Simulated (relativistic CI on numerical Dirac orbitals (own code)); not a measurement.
Computed by Dirac-Coulomb-Breit CI, orbitals from a KLI potential per configuration, QED by a radiative potential, unscaled Slater integrals (own radial code, finite nucleus).

The strongest absorption lines from the ground level of an ion, among the configurations computed and to levels below about 1370 eV (vacuum wavelength in Å, gf): 15.027 (0.83), 15.194 (0.78), 15.256 (1.2), 15.972 (0.045), 17.075 (0.21), 29.299 (0.79), 29.619 (0.39), 32.009 (0.043).

Q: Which ion is it?
A. Hg65+
B. Hg63+
C. Yb53+
D. At68+

A: B. Hg63+ has 17 electrons and the ground level 3s2 3p5 2P°_3/2; the strongest line goes to 3s2 3p4 3d 2D_5/2. The pattern of lines fixes the number of electrons, and along that sequence the line energies rise steadily with the charge (about as its square where n changes within one kind of shell, about linearly where n is kept but much faster in heavy ions where fine structure, which grows about as Z⁴, sets the gap, and irregularly where shells cross), which fixes Z. Configurations outside the model, such as inner-shell arrays, can give stronger lines. At this charge energies of transitions that change n are usually good to better than 1 %, and those within a shell (Δn = 0) to a few per cent.

LS names give the leading component of a level, which can be under half, so a name can repeat, a term be missing and a line seem to break the LS rules.
